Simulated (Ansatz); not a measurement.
Relaxation of CH$_{3}$BiClF (7 atoms, charge 0, multiplicity 1), to a largest force component of 0.015 eV/Å in at most 40 steps.

All numbers below come from Ansatz 0.2.0, RKS B3LYP-D4/def2-SVP.

```xyz
7
Properties=species:S:1:pos:R:3:forces:R:3
C -0.292 0.775 0.297 -1.48 2.67 -0.97
Bi 0.750 -0.436 -1.256 0.61 -0.28 0.54
F 1.942 -1.214 0.235 0.23 0.23 -0.34
Cl -0.811 -2.277 -0.914 -0.58 -0.50 -0.22
H -1.289 1.185 -0.167 1.57 -0.64 0.70
H -0.560 0.217 1.178 0.06 -0.67 0.51
H 0.321 1.683 0.582 -0.41 -0.80 -0.22
```

**Question.** Where does it end, and by what steps?

**Answer.** It converged. The force dipped under the threshold on the way, but the program's further checks kept it going. After 24 steps the energy has fallen by 0.249 eV; H6 moved furthest, 0.54 Å.

```tsv
step	energy less start (eV)	largest force component (eV/Å)	accepted
0	0.0000	2.669	yes
1	-0.1780	0.646	yes
2	-0.2153	0.374	yes
3	-0.2401	0.246	yes
4	-0.2426	0.062	yes
5	-0.2429	0.021	yes
6	-0.2431	0.013	yes
7	-0.2435	0.034	yes
8	-0.2301	0.577	no
9	-0.2439	0.038	yes
10	-0.2443	0.135	yes
11	-0.2452	0.023	yes
12	-0.2459	0.005	yes
13	-0.2332	0.517	no
14	-0.2467	0.054	yes
15	-0.2456	0.184	no
16	-0.2473	0.051	yes
17	-0.2474	0.072	yes
18	-0.2478	0.078	yes
19	-0.2480	0.058	yes
20	-0.2484	0.016	yes
21	-0.2485	0.003	yes
22	-0.2486	0.025	yes
23	-0.2486	0.021	yes
24	-0.2486	0.005	yes
```

```xyz
7
Properties=species:S:1:pos:R:3
C -0.297 0.847 0.314
Bi 0.872 -0.498 -1.106
F 1.887 -1.381 0.441
Cl -0.990 -2.138 -1.326
H -1.366 0.767 0.077
H -0.093 0.448 1.319
H 0.049 1.888 0.235
```

Whether the end is a true minimum wasn't checked by a vibrational analysis.

Run time: 120 s on 1 thread of Arm Neoverse V2, with other jobs on the host, peak memory 0.19 GiB.
